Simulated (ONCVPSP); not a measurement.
## PBEsol ONCV dataset for K (Z = 19), scalar-relativistic all-electron reference.

Input for ONCVPSP 4.0.1:

```
# ATOM AND REFERENCE CONFIGURATION
# atsym  z   nc   nv     iexc    psfile
  K 19.00    3    3  -116133      upf
#
#   n    l    f
    1    0    2.00
    2    0    2.00
    2    1    6.00
    3    0    2.00
    3    1    6.00
    4    0    1.00
#
# PSEUDOPOTENTIAL AND OPTIMIZATION
# lmax
    2
#
#   l,   rc,      ep,       ncon, nbas, qcut
    0    1.70    0.00    3    7    9.00
    1    1.85    0.00    4    7    7.70
    2    1.70    0.19    4    7    5.60
#
# LOCAL POTENTIAL
# lloc, lpopt,  rc(5),   dvloc0
    4    5    1.25    6.00
#
# VANDERBILT-KLEINMAN-BYLANDER PROJECTORs
# l, nproj, debl
    0    2    3.10
    1    2    0.70
    2    2    3.60
#
# MODEL CORE CHARGE
# icmod, fcfact, rcfact
    2    0.70    0.80
#
# LOG DERIVATIVE ANALYSIS
# epsh1, epsh2, depsh
   -3.00    5.00    0.02
#
# OUTPUT GRID
# rlmax, drl
    6.00    0.01
#
# TEST CONFIGURATIONS
# ncnf
    4
# nvcnf
#   n    l    f
    3
    3    0    2.00
    3    1    6.00
    4    0    0.00
#
    3
    3    0    2.00
    3    1    6.00
    4    0    0.50
#
    4
    3    0    2.00
    3    1    6.00
    4    0    0.00
    4    1    1.00
#
    3
    3    0    2.00
    3    1    5.00
    4    0    1.00
#
```

Command:

```bash
oncvpsp.x < K.dat > K.out
```

Output (shortened: citation, most of the input echo, consistency checks and plot data are left out):

```
ONCVPSP  (Optimized Norm-Conservinng Vanderbilt PSeudopotential)
scalar-relativistic version 4.0.1

#   n    l    f        energy (Ha)
    1    0    2.00    -1.2925528E+02
    2    0    2.00    -1.2967454E+01
    2    1    6.00    -1.0286205E+01
    3    0    2.00    -1.2960392E+00
    3    1    6.00    -6.9078327E-01
    4    0    1.00    -8.4573500E-02

Reference configufation results
  iterations    25
  all-electron total energy (Ha)   -6.01284626D+02

Begin loop to  construct optimized pseudo wave functions
and semi-local pseudopoentials for all angular momenta

Calculating optimized projector #   1

 for l=   0

    Fraction of norm inside rc  0.829208
    Optimizing pswf for qcut=   8.99 a_B^-1,  ecut=  40.43 Ha
    Residual kinetic energy error=  1.17D-08 Ha

    Energy error per electron        Cutoff
         Ha          eV             Ha
         0.01000     0.27211       16.49
         0.00100     0.02721       22.47
         0.00010     0.00272       27.52
         0.00001     0.00027       31.69

Calculating optimized projector #   2

 for l=   0

    Fraction of norm inside rc  0.023135
    Optimizing pswf for qcut=   8.99 a_B^-1,  ecut=  40.43 Ha
    Residual kinetic energy error=  1.62D-09 Ha

    Energy error per electron        Cutoff
         Ha          eV             Ha
         0.01000     0.27211        6.91
         0.00100     0.02721       15.85
         0.00010     0.00272       22.13
         0.00001     0.00027       27.26

   Wellstate for l =  1  n =  4
     eigenvalue =   0.0092
     asymptotic potential =   0.5092
     half-point radius = 12.2719

Calculating optimized projector #   1

 for l=   1

    Fraction of norm inside rc  0.788110
    Optimizing pswf for qcut=   7.71 a_B^-1,  ecut=  29.69 Ha
    Residual kinetic energy error=  1.68D-08 Ha

    Energy error per electron        Cutoff
         Ha          eV             Ha
         0.01000     0.27211        8.99
         0.00100     0.02721       12.42
         0.00010     0.00272       15.49
         0.00001     0.00027       18.00

Calculating optimized projector #   2

 for l=   1

    Fraction of norm inside rc  0.028306
    Optimizing pswf for qcut=   7.71 a_B^-1,  ecut=  29.69 Ha
    Residual kinetic energy error=  2.95D-09 Ha

    Energy error per electron        Cutoff
         Ha          eV             Ha
         0.01000     0.27211        5.05
         0.00100     0.02721        8.70
         0.00010     0.00272       11.97
         0.00001     0.00027       14.81

   Wellstate for l =  2  n =  3
     eigenvalue =   0.1900
     asymptotic potential =   0.6900
     half-point radius =  3.0430

   Wellstate for l =  2  n =  6
     eigenvalue =   3.7900
     asymptotic potential =   4.2900
     half-point radius =  3.7253

Calculating optimized projector #   1

 for l=   2

    Fraction of norm inside rc  0.512307
    Optimizing pswf for qcut=   5.60 a_B^-1,  ecut=  15.69 Ha
    Residual kinetic energy error=  1.10D-02 Ha

    Energy error per electron        Cutoff
         Ha          eV             Ha
         0.01000     0.27211       16.11
         0.00100     0.02721       50.52
         0.00010     0.00272       61.29
         0.00001     0.00027       83.04

Calculating optimized projector #   2

 for l=   2

    Fraction of norm inside rc  0.115983
    Optimizing pswf for qcut=   5.60 a_B^-1,  ecut=  15.69 Ha
    Residual kinetic energy error=  1.00D-01 Ha

    Energy error per electron        Cutoff
         Ha          eV             Ha
         0.01000     0.27211       32.23
         0.00100     0.02721       70.69
         0.00010     0.00272       81.79
         0.00001     0.00027      100.39

Construct Vanderbilt / Kleinmman-Bylander projectors

B matrix Hermiticity error, ll=   0
   1   2    4.0815E-05

  Orthonormal projector coefficients  5.7981E+00 -1.3803E+00

B matrix Hermiticity error, ll=   1
   1   2    2.0176E-05

  Orthonormal projector coefficients -1.7102E+00  3.0468E-01

B matrix Hermiticity error, ll=   2
   1   2    9.0944E-05

  Orthonormal projector coefficients -7.0154E+00 -2.4567E+00

Model core correction analysis
  based on d2Exc/dn_idn_j

d2excae - all-electron derivatives

   -3.709627D-02   -3.273709D-02   -1.585987D-03
   -3.273766D-02   -3.069443D-02   -2.509229D-03
   -1.584698D-03   -2.507113D-03   -3.893790D-02

d2excps - pseudofunction derivatives with no core correction

   -3.963204D-02   -3.502472D-02   -1.717363D-03
   -3.502533D-02   -3.250968D-02   -2.633686D-03
   -1.716088D-03   -2.631582D-03   -3.894436D-02

rms 2nd derivative error    1.500276E-03

amplitude prefactor, scale prefactor
   17.7219    1.0999

d2excps - pseudofunction derivatives with core correction

   -3.806921D-02   -3.357621D-02   -1.618269D-03
   -3.357686D-02   -3.118368D-02   -2.543764D-03
   -1.616987D-03   -2.541653D-03   -3.893861D-02

rms 2nd derivative error    5.373607E-04

Pseudoatom total energy  -28.342762

Diagnostic tests using Vanderbilt-Kleinman-Bylander pseudopotentials
  1 or more projectors used as specified by nproj input data

   l    rcore       rmatch      e in        delta e   norm test  slope test

   0   1.7048128   1.7565746  -1.2960392  -0.0000044   1.0000708   1.0000742
   0   1.7048128   1.7565746  -0.0845735   0.0000008   1.0000298   1.0000267

   1   1.8537383   1.9100218  -0.6907833  -0.0000016   1.0000570   1.0000670
   1   1.8537383   1.9100218   0.0092167   0.0000019   1.0001176   1.0001176

   2   1.7048128   1.7565746   0.1900000   0.0000026   1.0000329   1.0000329
   2   1.7048128   1.7565746   3.7900000   0.0000797   1.0000849   1.0000849

 Testing for bound ghosts
   n   l    E NL Schr. Eq   E Basis Diag.   E Cutoff

   1   0       -1.296044       -1.295987     64.97
   2   0       -0.084573        0.092003     64.97

   2   1       -0.690785       -0.690564     64.79

 Testing for highly-localized positive-energy ghosts
       l    <radius>/rc     E Basis Diag.   E Cutoff

Test configuration 0

   n   l     f        eae           eps        diff
   1   0  2.0000 -129.25527904
   2   0  2.0000  -12.96745370
   2   1  6.0000  -10.28620503
   3   0  2.0000   -1.29603918   -1.29604354   -4.36D-06
   3   1  6.0000   -0.69078327   -0.69078486   -1.59D-06
   4   0  1.0000   -0.08457350   -0.08457268    8.21D-07

    Total energies and differences
      AE_ref= -6.01284626D+02  AE_tst= -6.01284626D+02  dif=  0.00D+00
      PS_ref= -2.83427623D+01  PS_tst= -2.83427623D+01  dif=  1.42D-14
      PSP excitation error= -1.42D-14

Test configuration 1

   n   l     f        eae           eps        diff
   1   0  2.0000 -129.48051461
   2   0  2.0000  -13.19228426
   2   1  6.0000  -10.51103545
   3   0  2.0000   -1.51914724   -1.51913894    8.30D-06
   3   1  6.0000   -0.91246695   -0.91246139    5.56D-06

    Total energies and differences
      AE_ref= -6.01284626D+02  AE_tst= -6.01129646D+02  dif=  1.55D-01
      PS_ref= -2.83427623D+01  PS_tst= -2.81877807D+01  dif=  1.55D-01
      PSP excitation error= -1.77D-06

Test configuration 2

   n   l     f        eae           eps        diff
   1   0  2.0000 -129.35943012
   2   0  2.0000  -13.07142395
   2   1  6.0000  -10.39018018
   3   0  2.0000   -1.39933317   -1.39933250    6.68D-07
   3   1  6.0000   -0.79362445   -0.79362335    1.10D-06
   4   0  0.5000   -0.15429955   -0.15429823    1.32D-06

    Total energies and differences
      AE_ref= -6.01284626D+02  AE_tst= -6.01225063D+02  dif=  5.96D-02
      PS_ref= -2.83427623D+01  PS_tst= -2.82831985D+01  dif=  5.96D-02
      PSP excitation error= -8.30D-07

Test configuration 3

   n   l     f        eae           eps        diff
   1   0  2.0000 -129.31072195
   2   0  2.0000  -13.02299260
   2   1  6.0000  -10.34168397
   3   0  2.0000   -1.35123324   -1.35122919    4.05D-06
   3   1  6.0000   -0.74512200   -0.74511890    3.11D-06
   4   1  1.0000   -0.05021149   -0.05021103    4.63D-07

    Total energies and differences
      AE_ref= -6.01284626D+02  AE_tst= -6.01228854D+02  dif=  5.58D-02
      PS_ref= -2.83427623D+01  PS_tst= -2.82869912D+01  dif=  5.58D-02
      PSP excitation error=  5.66D-08

Test configuration 4

   n   l     f        eae           eps        diff
   1   0  2.0000 -129.83398259
   2   0  2.0000  -13.52640298
   2   1  6.0000  -10.84766201
   3   0  2.0000   -1.77649495   -1.77625914    2.36D-04
   3   1  5.0000   -1.15266803   -1.15260228    6.57D-05
   4   0  1.0000   -0.31557152   -0.31554808    2.34D-05

    Total energies and differences
      AE_ref= -6.01284626D+02  AE_tst= -6.00369706D+02  dif=  9.15D-01
      PS_ref= -2.83427623D+01  PS_tst= -2.74277454D+01  dif=  9.15D-01
      PSP excitation error= -9.77D-05
```

The run took about 4.2 s on one core of a shared server CPU.
